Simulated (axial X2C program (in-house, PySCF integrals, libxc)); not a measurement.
Photoelectron levels of LiBr by EOM-IP-CCSD

Computed with an in-house all-electron X2C program for linear molecules (integrals from PySCF): two-component X2C with atomic mean-field Coulomb and Gaunt terms, Gaussian nuclei, basis Br dyall-cv3z, Li dyall-cv3z with contracted cores.

R = 2.368 Å (1.090 times 2.172 Å, the PBE0 minimum at charge 0 for the lowest determinant).

Vertical ionisation energies of LiBr to the states of LiBr⁺:

| Ω of LiBr⁺ | vertical IE (eV) | above lowest (cm⁻¹) | ionised spinor | one-hole weight |
| --- | --- | --- | --- | --- |
| 3/2 | 8.843 | 0 | 92% Br pπ | 0.95 |
| 1/2 | 9.079 | 1899 | 83% Br pπ, 8% Br pσ | 0.95 |
| 1/2 | 9.789 | 7630 | 78% Br pσ, 9% Br pπ | 0.95 |
| 1/2 | 20.917 | 97383 | 83% Br sσ, 8% Li pσ | 0.70 |

**Question.** What is the splitting of the first π pair in the table, and is it regular or inverted?

**Answer.** E(3/2) − E(1/2) = 0 − 1899 = -1899 cm⁻¹ at EOM-IP-CCSD: inverted, Ω = 3/2 lower. Splittings at this level can be off by ten to twenty per cent.

This point took 2.7 s on 1 thread of Arm Neoverse N1, on a shared host.

Reference electrons by ω block (each with its −ω partner): 1/2: 13, 3/2: 5, 5/2: 1. 8 electrons of LiBr correlated (inner shells frozen), 72 natural virtual spinors (a truncated set); levels can be off by some tenths of an eV. Roots sought by Ω: (1/2: 4, 3/2: 3, 5/2: 1); the list ends where they run out and leaves out roots under 60 % one-particle weight. The solver can skip a root, and states that need a further excitation, which the method places far too high, are missing though they may lie low or lowest. T1 of the reference 0.005 (Lee–Taylor). Number of frozen shells: Br 3 s, 2 p, 1 d; Li 1 s.
